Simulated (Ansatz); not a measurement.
HLiO (SMILES [Li][OH]) moved off its minimum; all values from Ansatz (an electronic-structure program), cores frozen in correlated methods.
(charge 0, multiplicity 1)
```xyz
3

Li     0.0281    -0.0018    -1.1685
O      0.0227     0.0052     0.1765
H     -0.0548    -0.0295     1.1248
```

```
level                largest force (eV/Å)  on atom  rms difference from CCSD(T)/aug-cc-pVTZ (eV/Å)  dipole (D)
-------------------  --------------------  -------  ----------------------------------------------  ----------
HF/def2-TZVPP                        8.60       O2                                           0.552        3.58
PBE/def2-TZVPP                       7.23      Li1                                           0.409        3.21
r2SCAN/def2-TZVPP                    7.35       O2                                           0.239        3.40
B3LYP/def2-TZVPP                     7.15       O2                                           0.323        3.30
wB97M-V/def2-TZVPP                   7.35       O2                                           0.258        3.34
MP2/aug-cc-pVTZ                      7.94      Li1                                           0.035        3.57
CCSD(T)/aug-cc-pVTZ                  7.85      Li1                                           0.000        3.59
```

The differences count from one level among others, with limits of its own. Forces at CCSD(T)/aug-cc-pVTZ (eV/Å):

```csv
atom,Fx,Fy,Fz
Li1,0.099,-0.005,-7.853
O2,-0.189,-0.044,7.793
H3,0.091,0.049,0.060
```
